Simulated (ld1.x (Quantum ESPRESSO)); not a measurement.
u(r) = r·R(r): atom against pseudo-atom (C (Z = 6))

Columns: radius, all-electron u(r) and pseudo u(r) of the 2p shell (level -10.72 eV) of carbon in the configuration [He] 2s2 2p1.5; PBE, scalar-relativistic, ultrasoft scheme, ld1.x (Quantum ESPRESSO) 7.5.

```csv
r (bohr),all-electron,pseudo
0.075,0.0309,0.0098
0.150,0.1004,0.0384
0.225,0.1859,0.0843
0.300,0.2748,0.1444
0.375,0.3601,0.2154
0.450,0.4380,0.2930
0.525,0.5067,0.3731
0.600,0.5656,0.4515
0.675,0.6155,0.5245
0.750,0.6568,0.5891
0.825,0.6897,0.6434
0.900,0.7144,0.6860
0.975,0.7318,0.7168
1.050,0.7425,0.7364
1.125,0.7473,0.7462
1.200,0.7470,0.7479
1.275,0.7423,0.7434
1.350,0.7338,0.7344
1.425,0.7223,0.7224
1.500,0.7081,0.7081
1.575,0.6919,0.6919
1.650,0.6740,0.6740
1.725,0.6549,0.6549
1.800,0.6347,0.6347
1.875,0.6139,0.6139
1.950,0.5926,0.5926
```

Task: How many radial nodes do the two functions have?

Result: The all-electron 2p function has n − l − 1 = 0; the pseudo-wave has 0.

Task: At about which radius was the pseudo-wave matched?

Result: 1.50 bohr, where the columns begin to agree (steps of 0.07 bohr).

Task: Is the pseudo-wave norm-conserving?

Result: No, it belongs to an ultrasoft set: the norm inside the radius is not constrained, and the difference is carried by the augmentation charge.
